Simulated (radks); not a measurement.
Spherical quantum dot in the effective-mass picture: electrons in a hard-walled sphere of radius 9.27, with a point charge +2 (a donor) at the centre, all in effective atomic units (hartree* = m*/eps^2 hartree, bohr* = eps/m* bohr), one dielectric constant everywhere. Method: non-relativistic Kohn-Sham, LDA (Slater exchange, Perdew-Wang correlation), spin-polarised, spherical densities; computed with a radial shooting solver with Libxc functionals. Levels are named by radial order and angular momentum (1s, 1p, 1d, 2s, ...), and open shells are averaged over m. Results are scaled to m* = 0.034 and eps = 16.5, for which hartree* = 3.398 meV and bohr* = 25.68 nm.

N = 2, configuration 1s2. This is the lowest configuration that the search found. Occupied and some empty levels:

level,occupation,eigenvalue (meV),<r> (nm)
1s,2,-1.9379,24.64
2s,0,0.16540,124.6
1p,0,0.28251,125.4
1d,0,0.60101,149.6

Energy (meV): total -9.63233, kinetic 9.4044, external -22.513, Hartree 6.7825, exchange-correlation -3.3059.

Electron density:

r (nm),n(r) (e/nm^3)
7.23,0.00006935
25.4,5.934e-06
43.6,6.872e-07
61.8,9.249e-08
80.0,1.357e-08
98.3,2.109e-09
116,3.421e-10
135,5.742e-11
153,9.908e-12
171,1.741e-12
189,3.066e-13
